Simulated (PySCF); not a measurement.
# Trend along the halogens: MTa cations

PBE0 with triple-zeta basis sets in PySCF, for the lowest determinant that a PBE0 search found; no spin–orbit coupling. De refers to high-spin ground-configuration atoms (the charge goes to the atom of lower measured ionisation energy or higher electron affinity, which is not always the lowest computed limit). A positive dipole points towards Ta; it is taken about the centre of mass and depends on that origin.

```
 M        basis  charged atom  state (unpaired electrons)  Re (Å)  ωe (cm⁻¹)  De (eV)  μ (D)
 F  def2-TZVPPD           Ta+         quartet (σ ↑, δ ↑↑)   1.769        807      n/a   3.42
Cl  def2-TZVPPD           Ta+         quartet (σ ↑, δ ↑↑)   2.163        480      n/a   2.76
Br  def2-TZVPPD           Ta+         quartet (σ ↑, δ ↑↑)   2.310        323      n/a   3.70
```

The shortest bond is that of TaF⁺ (1.769 Å), the longest that of TaBr⁺ (2.310 Å).

Down a group the atoms grow and get heavier, so bonds lengthen and wavenumbers fall; this series shows no clear exception.

De is left out where the level can put another filling of the metal’s s and d shells below the measured ground configuration, by anything from nothing to about 1 eV. Spin–orbit coupling is left out, which matters for elements this heavy, above all for dissociation energies. The state is the lowest single determinant that the PBE0 search found; with open d or f shells the true ground state can be another one.
